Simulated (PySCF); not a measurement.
Q: What does the PBE0-D3(BJ)/def2-SVP structure of `ClC1=CC[C@@H]2C[C@H]12` look like in three dimensions?

A: 
Z-matrix in Å and degrees, rows numbered from 1:
```
Cl
C   1  1.7220
C   2  1.3398  1  126.06
C   3  1.5052  2  110.63  1   179.14
C   4  1.5237  3  104.09  2     5.33
C   5  1.4972  4  118.63  3    59.99
C   2  1.4852  1  120.71  3  -177.05
H   3  1.0906  2  124.94  1    -2.16
H   4  1.1046  3  111.01  2  -114.38
H   4  1.1044  3  112.18  2   126.85
H   5  1.0925  4  118.57  3  -145.76
H   6  1.0932  5  116.93  7  -107.78
H   6  1.0945  5  119.07  7   106.92
H   7  1.0928  2  119.76  1   -39.23
```

The 7 C–C bonds span 1.340 Å (C2=C3, drawn double) to 1.524 Å (C4–C5, drawn single), a spread of 0.184 Å. The 3-membered ring C5–C6–C7 has internal angles of 59.4° to 60.6°. The 5-membered ring C2–C3–C4–C5–C7 has internal angles of 103.9° to 113.2° (sum 540°, against 540° for a flat polygon); it is almost planar, 0.02 Å rms from its mean plane, widest ring torsion 5°. Of the pairs four or more bonds apart, C3···H13 is among the closest relative to their van der Waals radii: 2.92 Å, 101 % of the sum of Bondi's values.

Level of theory: PBE0-D3(BJ)/def2-SVP geometry optimisation, gas phase in PySCF 2.14.0.

Point group: C1 (no symmetry element, even within 0.4 Å). Whether it is a minimum is left open (no frequencies).
